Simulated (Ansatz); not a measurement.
`O=C[SiH]([SiH3])Cl` + `CC(=N)Cl` → `C/C(Cl)=N\[SiH3]` + `O=C[SiH2]Cl`  (cleavage of the Si–Si bond)

Isolated molecules relaxed with PBE0-D4/def2-TZVP in Ansatz; ΔE leaves out vibrations. CCSD(T)/CBS adds triple-zeta CCSD(T) − MP2 to the extrapolated MP2 energy (def2 sets, frozen cores). DFT in def2-TZVPP. Each species was taken in one conformer, which may not be the lowest.

```json
{"level": "r2SCAN-D4", "ΔE (kJ/mol)": "-20.9", "difference from CCSD(T)/CBS": "5.3"}
{"level": "PBE", "ΔE (kJ/mol)": "-9.5", "difference from CCSD(T)/CBS": "16.7"}
{"level": "PBE0", "ΔE (kJ/mol)": "-15.0", "difference from CCSD(T)/CBS": "11.2"}
{"level": "HF/def2-TZVPP", "ΔE (kJ/mol)": "-42.7", "difference from CCSD(T)/CBS": "-16.5"}
{"level": "MP2/def2-TZVPP", "ΔE (kJ/mol)": "-35.1", "difference from CCSD(T)/CBS": "-8.9"}
{"level": "SCS-MP2/def2-TZVPP", "ΔE (kJ/mol)": "-36.5", "difference from CCSD(T)/CBS": "-10.3"}
{"level": "CCSD(T)/def2-TZVPP", "ΔE (kJ/mol)": "-25.4", "difference from CCSD(T)/CBS": "0.8"}
{"level": "HF/def2-QZVPP", "ΔE (kJ/mol)": "-44.6", "difference from CCSD(T)/CBS": "-18.4"}
{"level": "MP2/def2-QZVPP", "ΔE (kJ/mol)": "-36.2", "difference from CCSD(T)/CBS": "-10.0"}
{"level": "CCSD/CBS(def2)", "ΔE (kJ/mol)": "-28.1", "difference from CCSD(T)/CBS": "-1.9"}
{"level": "CCSD(T)/CBS", "ΔE (kJ/mol)": "-26.2", "difference from CCSD(T)/CBS": "0"}
```

Largest T1 diagnostic among the species: 0.014.

From PBE to PBE0 (25 % exact exchange), in def2-TZVPP and without D4, ΔE moves by −5.5 kJ/mol. In def2-TZVPP, CCSD(T) changes the Hartree–Fock value by +17.3 kJ/mol (the triples alone add +1.9 kJ/mol) and MP2 by +7.6 kJ/mol.
